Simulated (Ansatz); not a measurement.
C₆H₁₃ (SMILES [CH2]CCCCC), doublet, at a GFN2-xTB geometry; PBE/def2-SVP (Ansatz, an electronic-structure program).

Here is a job for Ansatz.
Ansatz 0.2 input:
```yaml
crystal:
  periodic: [false, false, false]
  atoms:
    - {symbol: C, position_ang: [-2.98430396, -0.66041146, -0.04973240]}
    - {symbol: C, position_ang: [-1.58600614, -0.51915247, 0.38081968]}
    - {symbol: C, position_ang: [-0.85691671, 0.60359329, -0.40073596]}
    - {symbol: C, position_ang: [0.57074552, 0.84124676, 0.08712427]}
    - {symbol: C, position_ang: [1.52002337, -0.31817981, -0.20726247]}
    - {symbol: C, position_ang: [2.95401446, 0.02034191, 0.18271071]}
    - {symbol: H, position_ang: [-3.22259204, -1.20158113, -0.94514443]}
    - {symbol: H, position_ang: [-3.76064498, -0.08153014, 0.41167488]}
    - {symbol: H, position_ang: [-1.53785710, -0.27248627, 1.44434508]}
    - {symbol: H, position_ang: [-1.04629639, -1.45351122, 0.20928618]}
    - {symbol: H, position_ang: [-0.84553535, 0.34537543, -1.46144559]}
    - {symbol: H, position_ang: [-1.43041506, 1.52616864, -0.28778204]}
    - {symbol: H, position_ang: [0.55920612, 1.03502542, 1.16245642]}
    - {symbol: H, position_ang: [0.95525016, 1.73927111, -0.40434564]}
    - {symbol: H, position_ang: [1.48038554, -0.55392746, -1.27334677]}
    - {symbol: H, position_ang: [1.20274833, -1.20545720, 0.34319572]}
    - {symbol: H, position_ang: [3.61586505, -0.81709521, -0.02581457]}
    - {symbol: H, position_ang: [3.01601134, 0.25037650, 1.24428674]}
    - {symbol: H, position_ang: [3.30853527, 0.88474228, -0.37490878]}
basis:
  gaussian:
    orbitals: def2-SVP
hamiltonian:
  xc: pbe
magnetization: {spin_polarized: true, initial_magnetization: 1}
scf: {lower_state_search: off}
```

### Question
What does Ansatz print? Leave out banner, timings and long lists.

### Answer

```
Functional definition: PBE
these checks for a lower state are left out or cut short: stability, starts, cluster_reference, orbital_swaps, neighbouring_geometries, increment
1702 factors; their error is unknown
mean field evaluation 1: about -6401.7331 eV, gradient 5.6e1 eV
mean field evaluation 2: about -6379.3213 eV, gradient 8.5e1 eV
mean field evaluation 4: about -6418.6522 eV, gradient 5.1e0 eV
mean field evaluation 8: about -6418.7742 eV, gradient 9.3e-2 eV
mean field evaluation 16: about -6418.6941 eV, gradient 2.6e-4 eV
mean field -6418.69407102 eV, -235.8826563628 hartree, gradient 8.9e-6 eV, S^2 0.753212; 0 other end points of the search recorded, 0 dependent functions left out
reference -6418.69410931 eV, -235.8826577701 hartree; 25, 24 occupied and 124, 125 virtual orbitals, 1702 factors
Total energy: -6418.69410931 eV, -235.8826577701 hartree
Checks for a lower state left out: stability, starts, cluster_reference, orbital_swaps, neighbouring_geometries, increment
```
